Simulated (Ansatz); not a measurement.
Total energies of the cluster Tl₂I⁺ from Ansatz at PBE-D4/def2-TZVP, gas phase (1 Eh = 27.2114 eV = 2625.5 kJ/mol). The reference geometry is relaxed at PBE0-D4/def2-SVP.

| atom | x (Å) | y (Å) | z (Å) |
| --- | --- | --- | --- |
| Tl1 | 0.887 | 2.704 | -0.844 |
| Tl2 | -0.441 | -2.663 | 1.234 |
| I3 | -0.445 | -0.041 | -0.390 |

```tsv
state	geometry	energy (Eh)
charge 1 singlet	reference	-642.72809
charge 0 doublet	reference	-642.89505
charge 1 triplet	relaxed at PBE0-D4/def2-SVP	-642.58658
charge 1 quintet	relaxed at PBE0-D4/def2-SVP	-642.44458
```

In the def2 sets I, Tl take a core potential; there is no spin–orbit coupling.

Task: Work out the vertical electron affinity, to the doublet.

Result: E(charge 1 singlet) − E(charge 0 doublet) = -642.72809 − (-642.89505) = 0.16696 Eh = 4.54 eV.

Task: Which of the charge 1 states is lowest, and how far above it are the others?

Result: The singlet. triplet: -642.58658 − (-642.72809) = 0.14151 Eh = 371.5 kJ/mol; quintet: -642.44458 − (-642.72809) = 0.28351 Eh = 744.4 kJ/mol. The triplet differs in its bonds from the reference. The quintet differs in its bonds from the reference.

The structure comes from a short search, and lower isomers may exist.
